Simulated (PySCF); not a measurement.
Job file and geometry (Å, from GFN2-xTB) of an NMR shielding run on SMILES CC#C[Si@H](CC)N[SiH3], C₅H₁₃NSi₂, GIAO PBE0/pcSseg-1 NMR shielding, non-relativistic, gas phase (PySCF 2.14.0, density-fitted response routines); density fitting, a coarse starting grid and PySCF grid level 2 are the driver's defaults:

```
{"job": {"kind": "nmr", "xc": "PBE0", "basis": "pcSseg-1"}, "charge": 0, "multiplicity": 1}
C      3.422805    -1.001286     0.757613
C      2.041672    -0.600471     0.604546
C      0.890410    -0.263875     0.482952
Si    -0.870882     0.254364     0.243760
C     -1.716147    -1.003545    -0.903957
C     -1.601051    -2.424723    -0.371827
N     -0.973426     1.812817    -0.513603
Si    -0.378938     3.314552     0.100310
H      4.080165    -0.221308     0.373860
H      3.608493    -1.923557     0.207185
H      3.648992    -1.167595     1.810608
H     -1.525409     0.350359     1.554568
H     -2.770902    -0.752281    -1.026226
H     -1.269453    -0.963206    -1.899376
H     -2.060761    -3.139574    -1.053197
H     -2.091668    -2.512117     0.594807
H     -0.556017    -2.697446    -0.243468
H     -1.183247     1.802473    -1.497923
H     -0.973397     3.511876     1.421142
H      1.083082     3.310503     0.217838
H     -0.813241     4.330982    -0.860083
```

Q: What does the program print?

A: 
```
coarse grid: 17800 points
cycle   1  E = -831.3491699811  dE =  6.118e-01  |g| = 6.241e-01  |ddm| = 4.261e+00
cycle   2  E = -831.2966097451  dE =  5.256e-02  |g| = 7.826e-01  |ddm| = 1.401e+00
cycle   3  E = -831.4362447638  dE = -1.396e-01  |g| = 1.625e-01  |ddm| = 8.480e-01
cycle   4  E = -831.4421836373  dE = -5.939e-03  |g| = 5.862e-02  |ddm| = 1.649e-01
cycle   5  E = -831.4429145806  dE = -7.309e-04  |g| = 2.300e-02  |ddm| = 5.307e-02
cycle   6  E = -831.4430359907  dE = -1.214e-04  |g| = 4.066e-03  |ddm| = 2.330e-02
cycle   7  E = -831.4430397290  dE = -3.738e-06  |g| = 1.013e-03  |ddm| = 4.771e-03
final grid: 160720 points
cycle   8  E = -831.4882698059  dE = -3.213e-05  |g| = 8.772e-03  |ddm| = 3.814e-02
cycle   9  E = -831.4882620205  dE =  7.785e-06  |g| = 1.054e-02  |ddm| = 1.582e-02
cycle  10  E = -831.4882886800  dE = -2.666e-05  |g| = 9.924e-04  |ddm| = 8.461e-03
cycle  11  E = -831.4882888824  dE = -2.024e-07  |g| = 3.561e-04  |ddm| = 1.139e-03
cycle  12  E = -831.4882889053  dE = -2.285e-08  |g| = 1.692e-04  |ddm| = 3.465e-04
cycle  13  E = -831.4882889122  dE = -6.900e-09  |g| = 4.143e-05  |ddm| = 1.536e-04
cycle  14  E = -831.4882889125  dE = -3.802e-10  |g| = 1.256e-05  |ddm| = 5.057e-05
converged SCF energy = -831.4882889125

GIAO shielding tensors (ppm)
atom      isotropic    diamagn.    paramagn.     s11        s22        s33       span
  0 C      181.091     252.441     -71.351    172.581    173.252    197.440     24.859
  1 C       74.816     276.266    -201.449    -22.649    -12.503    259.602    282.250
  2 C       99.633     263.586    -163.953     11.045     17.597    270.258    259.212
  3 Si     385.707     884.369    -498.661    357.952    364.381    434.789     76.837
  4 C      175.144     255.746     -80.601    167.073    173.986    184.374     17.301
  5 C      177.511     247.243     -69.732    171.663    173.369    187.501     15.838
  6 N      259.436     327.354     -67.918    239.909    255.763    282.635     42.725
  7 Si     407.358     879.991    -472.633    362.545    390.874    468.654    106.109
  8 H       29.584      28.996       0.588     24.387     28.109     36.256     11.869
  9 H       29.671      28.994       0.677     24.394     28.212     36.407     12.013
 10 H       29.596      27.718       1.878     24.593     27.786     36.408     11.815
 11 H       26.903      31.900      -4.997     23.894     25.310     31.504      7.609
 12 H       30.857      31.595      -0.738     25.683     29.990     36.900     11.217
 13 H       31.025      34.453      -3.429     26.770     30.110     36.194      9.424
 14 H       30.404      28.144       2.260     25.262     27.691     38.258     12.996
 15 H       30.849      29.942       0.907     26.527     28.637     37.384     10.857
 16 H       30.400      31.794      -1.394     24.931     30.435     35.834     10.903
 17 H       32.010      34.691      -2.681     22.727     30.548     42.754     20.027
 18 H       27.027      29.232      -2.205     23.555     25.297     32.229      8.675
 19 H       26.818      30.082      -3.264     22.651     26.034     31.771      9.120
 20 H       27.056      28.384      -1.329     23.429     25.141     32.598      9.169
```

Q: Turn these shieldings into chemical shifts. δ = σ(ref) − σ, references computed at the same level: ¹³C (186.93 ppm), ²⁹Si (349.16 ppm), ¹H (31.72 ppm) against TMS; ¹⁵N (267.73 ppm) against NH3.

A: Averaging equivalent atoms: C 1: 112.1; C 2: 87.3; C 4: 11.8; C 5: 9.4; C 0: 5.8; Si 3: -36.5; Si 7: -58.2; N 6: 8.3; H 11: 4.81; H 18/19/20: 4.75; H 8/9/10: 2.10; H 14/15/16: 1.17; H 12: 0.86; H 13: 0.69; H 17: -0.29 ppm. Experimental scales use liquid or dissolved standards, which lie at an offset from isolated NH3 (liquid NH3: subtract about 20 ppm).

Size and cost of the density-fitted run: 215 basis functions, 40 s wall time on 1 thread of an Arm Neoverse V1, shared host.
